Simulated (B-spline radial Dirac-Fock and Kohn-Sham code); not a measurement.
Two-hole binding energies of Cs³⁸⁺

System: the Cs³⁸⁺ ion, [Ne] 3s2 3p5.

Calculated with an atomic code on a B-spline grid, using multi-electron Dirac-Fock with separately optimised hole states, Breit and Lamb-shift corrections added in first order. U is the two-hole binding energy less the two single-hole energies, the effective repulsion of the holes after relaxation. Each two-hole energy is an average over J within one jj subconfiguration.

```
       holes  E(a) (eV)  E(b) (eV)  E(ab) (eV)  U (eV)
        1s⁻²    38210.7    38210.7           ?       ?
1s⁻¹ 2p1/2⁻¹    38210.7     7521.3     46065.0   333.0
        2s⁻²     7861.3     7861.3     15933.8   211.2
2s⁻¹ 2p1/2⁻¹     7861.3     7521.3     15586.4   203.7
     2p1/2⁻²     7521.3     7521.3     15295.6   252.9
2p1/2⁻¹ 3s⁻¹     7521.3     2986.0     10619.7   112.4
```

Q: Give the missing two-hole energy and U.

A: E(ab) = 77408.5 eV and U = 987.1 eV.
